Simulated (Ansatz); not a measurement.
A set of 12 reactions (atomization), with CCSD(T)/CBS values in kJ/mol:

| reaction | ΔE |
| --- | --- |
| `O[C@@H]1C[C@@H]1O` → 3 C• + 6 H• + 2 O• | 4393.7 |
| `BOB` → 2 B• + 4 H• + O• | 2628.6 |
| `N=C([SiH3])Cl` → C• + Cl• + 4 H• + N• + Si• | 2655.1 |
| `B1CCO1` → B• + 2 C• + 5 H• + O• | 3661.7 |
| `[OH][In]([OH])[Br]` → Br• + 2 H• + In• + 2 O• | 1864.5 |
| `C=C(F)[SiH2][SeH]` → 2 C• + F• + 5 H• + Se• + Si• | 3551.3 |
| `[OH][GeH]` → Ge• + 2 H• + O• | 1189.3 |
| `FB(CCl)[SiH2]S` → B• + C• + Cl• + F• + 5 H• + S• + Si• | 3827.5 |
| `C[NH][Al]([F])[F]` → Al• + C• + 2 F• + 4 H• + N• | 3558.7 |
| `C[Si](N)(O)O[SiH3]` → C• + 9 H• + N• + 2 O• + 2 Si• | 5665.8 |
| `C=N[Si](N)(O)F` → C• + F• + 5 H• + 2 N• + O• + Si• | 4467.2 |
| `[NH2][Al]([F])[Br]` → Al• + Br• + F• + 2 H• + N• | 2157.3 |

Computed with Ansatz on PBE0-D4/def2-TZVP structures; ΔE is electronic, products minus reactants. CCSD(T)/CBS adds triple-zeta CCSD(T) − MP2 to the extrapolated MP2 energy (def2 sets, frozen cores). Small cases extrapolate CCSD(T) itself. Functionals use def2-TZVPP. B3LYP here is the variant with VWN-RPA as its local correlation; programs differ in this. No spin–orbit coupling; open shells (•) take unrestricted orbitals. Spin–orbit coupling would lower the free atoms: a little for Al, B, C, Cl, F, O, S, Si; clearly for Br, Ge, Se; strongly for In. def2 core potentials past Kr. For Br, Ge, In, Se outer-core shells are correlated without core-valence functions, so the limit isn't a true one: a few kJ/mol of doubt a bond, and 10 to 20 or more in all where bonds break to atoms. Scalar relativity is left out up to krypton. One conformer a species, not always the lowest.

**Question.** Give the mean, mean absolute and largest difference (level minus CCSD(T)/CBS, kJ/mol) for: PBE-D4, r2SCAN-D4, PBE0-D4, B3LYP-D4, ωB97X-V, ωB97M-V, B2PLYP, r2SCAN, PBE0, B3LYP, HF/def2-TZVPP, MP2/def2-TZVPP, MP2/def2-QZVPP, HF/CBS(def2). (An estimate is asked.)

**Answer.** Computed: 
| level | mean | mean absolute | largest |
| --- | --- | --- | --- |
| PBE-D4 | 53.8 | 53.8 | 140.5 |
| r2SCAN-D4 | -0.6 | 22.3 | 36.3 |
| PBE0-D4 | -17.6 | 35.2 | -78.2 |
| B3LYP-D4 | -13.6 | 22.3 | -78.1 |
| ωB97X-V | 3.0 | 14.9 | -33.0 |
| ωB97M-V | 3.3 | 18.7 | -42.3 |
| B2PLYP | -42.8 | 44.1 | -84.6 |
| r2SCAN | -4.9 | 22.2 | -39.1 |
| PBE0 | -32.4 | 40.3 | -108.1 |
| B3LYP | -42.0 | 45.0 | -96.8 |
| HF/def2-TZVPP | -941.0 | 941.0 | -1540.2 |
| MP2/def2-TZVPP | -25.7 | 25.8 | -85.5 |
| MP2/def2-QZVPP | 32.6 | 32.8 | 58.1 |
| HF/CBS(def2) | -933.3 | 933.3 | -1523.8 |

The largest T1 diagnostic in the set is 0.018, for Al• (customary mark 0.045).

CCSD(T)/CBS is a level of theory with its own doubt, and the functionals carry their triple-zeta basis error, so these figures describe this set and don't rank the functionals.
